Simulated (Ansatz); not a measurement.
Species: C₇H₁₃, net charge 0, doublet state. It need not be the lowest isomer of its formula. 
Geometry from a B3LYP-D3(BJ)/def2-TZVP (Ansatz, a program for electronic structure) optimisation:
SMILES: [CH2]C/C=C(\C)CC
```xyz
20

C      3.0404     0.8073    -0.1406
C      2.0751    -0.2109     0.3609
C      0.6802     0.3265     0.5146
C     -0.4135    -0.0096    -0.1725
C     -0.4451    -1.0364    -1.2706
C     -1.7361     0.6505     0.1323
C     -2.7966    -0.3131     0.6771
H      4.0967     0.7289     0.0783
H      2.7132     1.5815    -0.8209
H      2.4238    -0.5902     1.3293
H      2.0772    -1.0889    -0.2997
H      0.5794     1.0992     1.2723
H     -1.0037    -1.9254    -0.9654
H      0.5472    -1.3585    -1.5781
H     -0.9554    -0.6335    -2.1504
H     -1.5771     1.4558     0.8524
H     -2.1216     1.1171    -0.7819
H     -3.0421    -1.0941    -0.0442
H     -3.7196     0.2205     0.9110
H     -2.4446    -0.7980     1.5898
```
Charge 0, spin multiplicity 2.

Basis-set convergence of Hartree-Fock and CCSD(T) correlation energies (hartree) with Ansatz. Valence correlation only, unless marked. UHF or UKS for open shells. No spin-orbit coupling. No relativistic terms.

```csv
basis,functions,E(HF),"E(corr, CCSD(T))"
cc-pVDZ,163,-272.60227,-1.08445
cc-pVTZ,392,?,?
```

Q: Fill in the missing entries.

A: 
- cc-pVTZ, E(HF): -272.67648
- cc-pVTZ, E(corr, CCSD(T)): -1.29731
